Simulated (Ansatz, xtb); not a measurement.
Relative energy of two structures of Ge2H2O2

Structure X: a singlet given by its coordinates. Structure Y: a singlet given by its coordinates. Both are isolated molecules in the gas phase, relaxed with PBE0-D3(BJ)/def2-SVP.

X (Å):

| atom | x (Å) | y (Å) | z (Å) |
| --- | --- | --- | --- |
| Ge | -0.3989 | -1.7749 | -0.7520 |
| Ge | 0.3597 | -0.2038 | 1.3245 |
| O | -0.0065 | -3.1993 | -1.4271 |
| O | -1.0859 | -0.0851 | 2.3786 |
| H | 0.0544 | 1.1089 | 0.4870 |
| H | -1.1185 | -0.8143 | 3.0095 |

Close contacts (Å): Ge1–Ge2 2.71, Ge1–O3 1.62, Ge2–O4 1.79, Ge2–H5 1.59, O4–H6 0.96.

Y (Å):

```yaml
atoms:
  - { symbol: Ge, position_ang: [0.5978, -1.1915, -1.3389] }
  - { symbol: Ge, position_ang: [0.2820, 1.0183, 1.3973] }
  - { symbol: O, position_ang: [-1.4694, 1.3297, 1.5001] }
  - { symbol: O, position_ang: [0.2239, -0.2193, 0.1033] }
  - { symbol: H, position_ang: [0.4307, -2.6199, -0.6065] }
  - { symbol: H, position_ang: [-1.9837, 0.7870, 0.8869] }
```

Close contacts (Å): Ge1–O4 1.78, Ge2–O3 1.78, Ge2–O4 1.79, Ge1–H5 1.61, O3–H6 0.97.

Task: Which of the two would you expect CCSD(T)/def2-SVP + ΔMP2/def2-TZVPP electronic energies to favour?

Result: Structure Y; the calculation gives E(Y) − E(X) = −30.8 kcal/mol.

How the difference moves with the method:

| level | geometry | E(Y) − E(X) (kcal/mol) | departure from the last row (kcal/mol) | job, with rough time for the two |
| --- | --- | --- | --- | --- |
| PBE0-D3(BJ)/def2-SVP | PBE0-D3(BJ)/def2-SVP | −33.5 | −2.7 | optimisation, 1.9 min |
| HF/def2-SVP | PBE0-D3(BJ)/def2-SVP | −52.3 | −21.5 | part of the CCSD(T) run |
| MP2/def2-SVP | PBE0-D3(BJ)/def2-SVP | −27.2 | +3.6 | part of the CCSD(T) run |
| CCSD(T)/def2-SVP | PBE0-D3(BJ)/def2-SVP | −30.8 | 0.0 | single point |
| CCSD(T)/def2-SVP + ΔMP2/def2-TZVPP | PBE0-D3(BJ)/def2-SVP | −30.8 |  | single point, 46 s |

The levels shown agree on the order. The largest departure from CCSD(T)/def2-SVP + ΔMP2/def2-TZVPP is that of HF/def2-SVP, 21.5 kcal/mol. Levels run at GFN2-xTB geometries aren't shown. The last row adds to CCSD(T) the change of the MP2 difference between the two basis sets, here 0.0 kcal/mol.

With harmonic frequencies from PBE0-D3(BJ)/def2-SVP (ideal gas, rigid rotor, one conformer each, 298.15 K, 1 atm): on the last row, ΔE + ΔZPE = −31.2 kcal/mol. A mode under 50 cm⁻¹ makes harmonic enthalpies and free energies unreliable, so none is given.

The T1 diagnostic of structure X is large, so the coupled-cluster value is less sure. The correlated steps freeze 20 core orbitals; the filled d shell of Ge is correlated, in a basis made for valence electrons. Run with Ansatz 0.2.0; the last row on 1 thread of Intel(R) Xeon(R) 6975P-C (Granite Rapids) on a shared host.
